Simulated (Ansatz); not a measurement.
Reaction (cleavage of the Si–B bond): `F[B]([AlH2])[SiH3]` + `[OH][Sc]([OH])[OH]` → `[OH][Sc]([OH])[O][SiH3]` + `F[BH][AlH2]`

Program: Ansatz. Geometries: PBE0-D4/def2-TZVP. ΔE: electronic, gas phase. CBS: MP2 limit from def2 TZ/QZ plus the TZ coupled-cluster correction, frozen cores. Functionals use def2-TZVPP. HSE06 is defined as in plane-wave codes. For Sc outer-core shells are correlated without core-valence functions, which leaves a few kJ/mol of doubt a bond. Scalar relativity is left out up to krypton. One conformer a species, not always the lowest.

Task: Is it downhill or uphill in electronic energy at CCSD(T)/CBS, and by how much? (Estimate.)

Result: The calculation gave: Downhill: ΔE = -139.9 kJ/mol.

Task: What do these levels give: revPBE-D4, PBE0-D4, r2SCANh-D4, HSE06-D4, BHLYP-D4, ωB97X-V, B2PLYP, revPBE, BLYP, HSE06, CAM-B3LYP, HF/def2-TZVPP? (Best estimate.)

Result: Ansatz gave: revPBE-D4 -110.6, PBE0-D4 -121.0, r2SCANh-D4 -132.0, HSE06-D4 -120.9, BHLYP-D4 -148.4, ωB97X-V -134.4, B2PLYP -142.2, revPBE -110.8, BLYP -127.9, HSE06 -121.5, CAM-B3LYP -141.3, HF/def2-TZVPP -168.0 kJ/mol.

Largest T1 diagnostic among the species: 0.016.

In def2-TZVPP, CCSD(T) changes the Hartree–Fock value by +28.1 kJ/mol (the triples alone add +3.7 kJ/mol) and MP2 by +20.0 kJ/mol. From PBE to PBE0 (25 % exact exchange), in def2-TZVPP and without D4, ΔE moves by −11.3 kJ/mol.
